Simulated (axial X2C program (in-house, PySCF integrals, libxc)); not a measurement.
Spin–orbit effects down a group: molecules with Y (ions), CCSD(T)

All values come from calculations with an in-house all-electron X2C program for linear molecules (integrals from PySCF), spin-free (one-electron X2C) or two-component (2c: spin–orbit coupling with atomic mean-field Coulomb and Gaunt terms, which also bring small scalar terms), in Dyall basis sets with cores contracted in-house; open shells are unrestricted.

Basis sets: O dyall-av3z, S dyall-av3z, Se dyall-cv3z, Y dyall-cv3z. Frozen shells (counts by l): YO⁺ Y 4s3p1d, O 1s, 8 electrons correlated; YS⁺ Y 4s3p1d, S 2s1p, 8 electrons correlated; YSe⁺ Y 4s3p1d, Se 3s2p1d, 8 electrons correlated. Coupled cluster in natural virtuals with an MP2 remainder. Where the outer core of a metal is frozen, bonds come out longer and ionisation energies lower.

| molecule | spin-free state | Re (Å) | ωe (cm⁻¹) | De (eV) | 2c state | Re 2c (Å) | ωe 2c (cm⁻¹) | De 2c (eV) |
| --- | --- | --- | --- | --- | --- | --- | --- | --- |
| YO⁺ | M_S = 0, Λ = 0 | 1.766 | 894.8 | n/a | Ω = 0 | 1.766 | 895.0 | n/a |
| YS⁺ | M_S = 0, Λ = 0 | 2.263 | 508.6 | n/a | Ω = 0 | 2.263 | 508.7 | n/a |
| YSe⁺ | M_S = 0, Λ = 0 | 2.402 | 353.1 | n/a | Ω = 0 | 2.403 | 352.7 | n/a |

Fragments in 2c: Y+ + O, Y+ + S, Y+ + Se. Each entry is the lowest single determinant of a limited PBE0 search at one distance. De goes to single-determinant-based atoms at the same level (for ions the charge split of lowest energy) and is withheld (n/a) where an atom does not fit its ground term or J level. Main or longest-lived isotopes. One determinant is a doubtful description, or other states lie close, for YO⁺, YSe⁺; these need not be ground states, and all values refer to the states named.
